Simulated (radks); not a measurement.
The mean radii <r> (bohr) of the occupied orbitals of an atom or ion are listed with their occupations. Method: scalar-relativistic Kohn-Sham, PBEsol, spin-polarised, spherical densities, finite nucleus; Fermi nuclear charge, rms radius of each element as measured or else 0.836 A^(1/3) + 0.57 fm; computed with a radial shooting solver on a logarithmic mesh with Libxc functionals.

orbital  occ.      <r>
1s          2  0.03345
2s          2   0.1457
2p          6   0.1270
3s          2   0.4022
3p          6   0.4022
3d         10   0.3823
4s          2   0.9649
4p          6    1.031

Name the element and its charge. Open shells, if any, are filled with parallel spins first.

Answer. Z = 44, ruthenium, charge +8: Ru8+ in [Kr]. The 1s radius gives Z: for a bare nucleus <r> = (2 gamma + 1)/(2Z) with gamma = sqrt(1 - (Z/c)^2), 0.03289 bohr for Z = 44, and screening makes it slightly larger (0.03345 here). The occupations add up to 36, and the charge is Z minus that.
